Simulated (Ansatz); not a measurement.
## Two structures, one formula

The two ends of one reaction step of Si₂H₄ClOF₃, singlet (PBE0-D4/def2-TZVP).

A:

```
atom    x (Å)    y (Å)    z (Å)
 Si1  -0.2305   0.9815   1.8097
  O2   0.2268   0.3381  -1.0821
 Si3   0.0436  -1.2019  -1.6573
  F4  -0.0399  -0.5684   1.6738
  F5  -1.5088   1.4443   1.0375
 Cl6  -0.4558   1.4255   3.7567
  H7   1.0083   0.8257  -1.3463
  F8   1.0386   1.7341   1.2774
  H9   0.0336  -1.2139  -3.1452
 H10  -1.2567  -1.6740  -1.1333
 H11   1.1405  -2.0910  -1.1908
```

B:

```
11
angstrom
Si -0.4870 0.2274 1.5385
O -0.1082 0.1413 -0.0241
Si 0.4474 -1.0239 -1.0952
F -1.8205 -0.5550 1.8180
F -0.7249 1.7381 1.8863
Cl 0.9660 -0.5281 2.7035
H -0.0969 1.7117 -0.9895
F 0.0420 2.2994 -1.6965
H 1.8467 -0.6945 -1.4379
H -0.4288 -0.9760 -2.2831
H 0.3641 -2.3405 -0.4201
```

Ansatz 0.2.0; basis: def2-TZVPP; cores frozen in the correlated methods. B3LYP uses VWN-RPA correlation.

(1) Which structure is lower at CCSD(T), and by how much? (An estimate is asked for; the value comes from the calculation.)

T1 diagnostic: at most 0.011.

Results:

(1) The calculation gives: A, by 0.103 eV (electronic energy, against the other). By their contacts, A is a complex of SiClF₃ ([F][Si]([F])([F])[Cl]) + SiH₄O ([OH][SiH3]) and B is a complex of Si₂H₃ClOF₂ ([F][Si]([F])([Cl])[O][SiH3]) + HF.

All methods give the same order:

```csv
method,E(B) − E(A) (eV)
SPW92,0.079
PBE-D4,0.106
BLYP-D4,0.106
r2SCAN-D4,0.170
B97M-V,0.220
PBE0-D4,0.099
B3LYP-D4,0.106
r2SCAN0-D4,0.145
BHLYP-D4,0.108
CAM-B3LYP-D4,0.124
wB97X-V,0.142
wB97M-V,0.145
B2PLYP,0.133
PBE-QIDH,0.100
RPA on PBE,0.121
HF,0.192
MP2,0.082
CCSD,0.116
CCSD(T),0.103
```

Labels in which every atom is bracketed show which atoms are joined, not bond orders.

For scale, one of the runs: CCSD(T)/def2-TZVPP, 306 basis functions, launched by `ansatz run in.yaml --threads 4 --pin off --events-out ev --progress --plain --max-ram 66560MiB --backend cuda --devices 0, --max-vram 37GiB`. Hardware: 4 CPU threads of an AMD EPYC 7R13 and a share of one NVIDIA H100, shared host. Wall time 15 s; peak host memory 0.84 GiB.
